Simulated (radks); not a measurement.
Task: All-electron atom: Pm17+ in [Kr] 4d7 7f1 (not the ground configuration). Calculated with a radial shooting solver on a logarithmic mesh with Libxc functionals: Dirac Kohn-Sham, PBE, spin-unpolarised, spherical densities, finite nucleus; open shells are shared between the two j in proportion to 2j + 1; Fermi nuclear charge, rms radius 4.962 fm. Some entries of the table are withheld. Estimate them.

| orbital | occ. | eigenvalue (eV) | <1/r> (bohr^-1) | <r^2> (bohr^2) |
|---|---|---|---|---|
| 1s1/2 | 2 | -45409.54 | (1) | 0.0007317 |
| 2s1/2 | 2 | -7743.921 | 15.99 | 0.01150 |
| 2p1/2 | 2 | -7356.855 | 15.97 | 0.008388 |
| 2p3/2 | 4 | -6796.566 | 14.30 | 0.009635 |
| 3s1/2 | 2 | -2022.648 | 5.820 | 0.07703 |
| 3p1/2 | 2 | (2) | 5.734 | 0.07209 |
| 3p3/2 | 4 | (3) | 5.315 | 0.07923 |
| 3d3/2 | 4 | (4) | (5) | (6) |
| 3d5/2 | 6 | (7) | (8) | (9) |
| 4s1/2 | 2 | -713.8778 | 2.533 | 0.3636 |
| 4p1/2 | 2 | -648.9299 | 2.447 | (10) |
| 4p3/2 | 4 | -620.8759 | 2.315 | (11) |
| 4d3/2 | 2.8 | -512.7041 | 2.156 | 0.4321 |
| 4d5/2 | 4.2 | -507.1883 | 2.124 | 0.4414 |
| 7f5/2 | 0.428571 | -101.7949 | 0.4433 | 11.55 |
| 7f7/2 | 0.571429 | -101.6721 | 0.4426 | 11.58 |

Result: 
(1) 1s1/2 <1/r> (bohr^-1): 67.42
(2) 3p1/2 eigenvalue (eV): -1857.020
(3) 3p3/2 eigenvalue (eV): -1743.653
(4) 3d3/2 eigenvalue (eV): -1456.448
(5) 3d3/2 <1/r> (bohr^-1): 5.186
(6) 3d3/2 <r^2> (bohr^2): 0.06383
(7) 3d5/2 eigenvalue (eV): -1431.838
(8) 3d5/2 <1/r> (bohr^-1): 5.080
(9) 3d5/2 <r^2> (bohr^2): 0.06582
(10) 4p1/2 <r^2> (bohr^2): 0.3764
(11) 4p3/2 <r^2> (bohr^2): 0.4060
